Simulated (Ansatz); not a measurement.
```xyz
2

Li    0.0000    0.0000    0.0000
O     0.0000    0.0000    1.6900
```

Basis set: pcseg-2 (spherical functions). Charge 0, multiplicity 2.

Computed with Ansatz (development build ahead of 0.2.0); each method stands on the lowest determinant of its kind that the runs found.

(1) Give the atomization energy at this shape (free ground-state atoms in the same class of orbitals less the molecule, no zero-point energy) of doublet LiO by PBE (unrestricted), UHF.

Results:

(1)

```tsv
method	atomization energy
PBE (unrestricted)	3.77 eV
UHF	1.79 eV
```

The shape needn't be a minimum at these levels.
